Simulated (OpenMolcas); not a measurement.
## Lines of Se4+: computed and rescaled rates

- Program: OpenMolcas
- Method: MS-CASPT2, IPEA 0.25 Eh, imaginary shift 0.1 Eh (closed shells correlated: 3d)
- Basis: ANO-RCC-VQZP [7s6p4d2f1g]
- Scalar Hamiltonian: DKH2, point nucleus
- Active space: 2 electrons in 4 orbitals (4s 4p)
- State averaging: 2S+1 = 3 even, 3 roots; 2S+1 = 1 even, 7 roots; 2S+1 = 3 odd, 3 roots; 2S+1 = 1 odd, 3 roots
- Spin-orbit coupling: RASSI with atomic mean-field integrals over the reference wave functions, term energies averaged over their components

Rates come from the transition moments of the reference wave functions (E1 and E2 in the length form). At fixed line strength A goes as λ^-3 for E1 and M1 and as λ^-5 for E2, so a rate at the computed wavelength can be rescaled to the measured one. Measured vacuum wavelengths follow from level energies in the list in Rauch et al., Astron. Astrophys. 606, A105 (2017). Branching counts decays inside the model space alone, at computed energies, and the table is only a selection of the E1 lines, drawn from those between levels with measured partners whose computed energy lies within a factor of 1.5 of the measured one.

| Upper | Lower | Type | λ computed (nm) | λ measured (nm) | A computed (s-1) | A rescaled (s-1) | Branching % |
| --- | --- | --- | --- | --- | --- | --- | --- |
| 4p² ³P₂ [66 %] | 4s 4p ¹P°₁ | E1 | 124 | 115.1 | 6.29e+08 |  | 11.7 |
| 4p² ¹D₂ [66 %] | 4s 4p ¹P°₁ | E1 | 117.6 | 122.7 | 1.58e+09 | 1.39e+09 | 39.1 |
| 4p² ¹S₀ | 4s 4p ¹P°₁ | E1 | 87.31 | 85.43 | 9.06e+09 | 9.67e+09 | 99.5 |
| 4p² ³P₁ | 4s 4p ³P°₂ | E1 | 83.19 | 83.94 | 2.75e+09 | 2.68e+09 | 39.3 |
| 4p² ³P₀ | 4s 4p ³P°₁ | E1 | 82.37 | 83.03 | 6.78e+09 | 6.62e+09 | 99.7 |
| 4p² ³P₂ [66 %] | 4s 4p ³P°₂ | E1 | 82.19 | 80.87 | 3.39e+09 | 3.56e+09 | 62.8 |
| 4p² ³P₁ | 4s 4p ³P°₁ | E1 | 81.08 | 81.47 | 1.78e+09 | 1.75e+09 | 25.4 |
| 4p² ³P₁ | 4s 4p ³P°₀ | E1 | 80.15 | 80.42 | 2.46e+09 | 2.44e+09 | 35.2 |
| 4p² ³P₂ [66 %] | 4s 4p ³P°₁ | E1 | 80.13 | 78.58 | 1.38e+09 | 1.46e+09 | 25.6 |
| 4p² ¹D₂ [66 %] | 4s 4p ³P°₂ | E1 | 79.33 | 84.57 | 1.94e+09 |  | 47.9 |
| 4p² ¹D₂ [66 %] | 4s 4p ³P°₁ | E1 | 77.41 | 82.07 | 5.29e+08 |  | 13.1 |

Spin-changing lines and M1 lines between different terms are not rescaled, since their strength hangs on the term gaps too.

The largest correction is for 4p² ¹D₂ [66 %] → 4s 4p ¹P°₁ (E1): 1.58e+09 × (117.6 / 122.7)^3 = 1.39e+09 s-1, a factor of 0.88.

The computed rate and branching of 4p² ³P₀ → 4s 4p ³P°₁ give the upper level a radiative lifetime of 0.997 / 6.78e+09 s-1 = 1.47e-10 s, counting decays inside the model space alone. The rescaled rate gives about 1.5e-10 s.

The computed order of these levels differs from the measured one in 1 place, and where term gaps are wrong the rates of spin-changing lines can be off by large factors.

No measured rate stands beside these. Rescaling mends the energy factor alone: line strengths can still be far off where a level mixes with configurations outside the active space, and weak or spin-changing lines hang on small mixing coefficients that depend on the term gaps too, so rescaling need not improve them.

Over all roots computed the reference weight is 0.93 to 0.99; the roots of lowest weight are the least certain, and an intruder state may touch them. Some levels mix across a computed gap that differs much from the measured one, so their mixing is not that of the real levels. The ¹D term of p² mixes with s d, which this space lacks. Measured partners are found by configuration, term and J. A level has none where our copy of the source lacks it or the pairing is in doubt (some pairs that miss far off the trend of their configuration count as doubtful). Levels of configurations outside the active space are missing.

A share in square brackets marks a mixed level and gives the weight of the term that names it. ° marks odd parity.
